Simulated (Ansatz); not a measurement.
Basis sets compared for `FC(F)(F)C(F)(F)C(F)(F)C(F)(F)C(F)(F)C(F)(F)C(F)(F)C(F)(F)CC[Si](Cl)(Cl)Cl`. Charge 0, multiplicity 1. Geometry PBE-D4/def2-SVP. Ansatz on 2 threads of AMD EPYC 7R13 on a shared host and a share (18 GiB) of an NVIDIA H100 80GB HBM3; times are rough, and most runs start from earlier orbitals.

```xyz
35

F    -4.730   -4.258    2.804
C    -3.941   -3.658    1.899
F    -3.562   -4.564    0.985
F    -4.642   -2.686    1.295
C    -2.701   -3.062    2.633
F    -3.124   -2.044    3.416
F    -2.191   -4.041    3.421
C    -1.500   -2.558    1.752
F    -0.600   -2.045    2.625
F    -0.950   -3.627    1.133
C    -1.856   -1.486    0.665
F    -2.669   -0.547    1.204
F    -2.515   -2.136   -0.326
C    -0.601   -0.761    0.063
F     0.230   -1.706   -0.440
F     0.020   -0.088    1.059
C    -0.946    0.279   -1.057
F    -1.795   -0.285   -1.953
F    -1.559    1.337   -0.483
C     0.270    0.804   -1.910
F     0.723   -0.214   -2.683
F    -0.258    1.759   -2.727
C     1.485    1.432   -1.167
F     1.003    2.295   -0.219
F     2.142    0.423   -0.516
C     2.433    2.155   -2.111
C     3.743    2.593   -1.446
Si    3.693    3.964   -0.157
Cl    5.571    4.838   -0.116
Cl    2.313    5.407   -0.698
Cl    3.290    3.288    1.749
H     2.650    1.462   -2.949
H     1.886    3.020   -2.533
H     4.427    2.981   -2.230
H     4.261    1.726   -0.984
```

Single mean-field runs in def2-SVP, def2-TZVP are fitted with def2-universal-jkfit.

Binding counts from free atoms (F doublet, C triplet, Si triplet, Cl doublet, H doublet) in the same basis, without a counterpoise term.

```json
{"level": "HF/STO-3G", "functions": "175", "energy (Eh)": "-3692.6015", "HOMO (eV)": "-9.95", "LUMO (eV)": "5.96", "binding per atom (eV)": "3.02", "wall time": "2.6 s"}
{"level": "HF/6-31G", "functions": "303", "energy (Eh)": "-3738.1196", "HOMO (eV)": "-12.95", "LUMO (eV)": "2.61", "binding per atom (eV)": "2.38", "wall time": "3 s"}
{"level": "PBE-D4/def2-SVP", "functions": "470", "energy (Eh)": "-3746.2533", "HOMO (eV)": "-7.64", "LUMO (eV)": "-1.14", "binding per atom (eV)": "4.71", "wall time": "3.9 s"}
{"level": "PBE0-D4/def2-SVP", "functions": "470", "energy (Eh)": "-3746.3928", "HOMO (eV)": "-9.17", "LUMO (eV)": "-0.25", "binding per atom (eV)": "4.50", "wall time": "3.8 s"}
```

Task: Estimate the rows for PBE-D4/def2-TZVP (with forces), PBE0-D4/def2-TZVP.

Result: 
```
                         level  functions  energy (Eh)  HOMO (eV)  LUMO (eV)  binding per atom (eV)  wall time
PBE-D4/def2-TZVP (with forces)       1009   -3749.2990      -7.84      -1.50                   4.56      7.5 s
             PBE0-D4/def2-TZVP       1009   -3749.4320      -9.28      -0.46                   4.38      7.5 s
```
